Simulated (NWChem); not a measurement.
Species: methylammonium (CH6N cation); SMILES C[NH3+]

```xyz
8

C      0.0000     0.0000     0.8146
N      0.0000     0.0000    -0.7025
H     -1.0168     0.1956     1.1548
H      0.6778     0.7828     1.1548
H      0.3391    -0.9784     1.1548
H     -0.6253    -0.7236    -1.0803
H      0.9394    -0.1797    -1.0803
H     -0.3140     0.9034    -1.0803
```
Atoms are numbered in this order, from 1.

Computed with NWChem. All runs use the structure optimised with B3LYP/6-31G* (spherical d). Level: PBE/def2-SVP with SMD (1 M gas to 1 M solution), gas-phase geometry. Reactions with the solvent are ignored.

For solvent 1,4-dioxane:

| Property | Value |
|---|---|
| solvation free energy (kcal/mol) | -40.9 |
| cavity-dispersion-structure term (kcal/mol) | 0.9 |

Question: What are these values for solvent water?

Answer: solvation free energy (kcal/mol): -72.5
cavity-dispersion-structure term (kcal/mol): 3.3
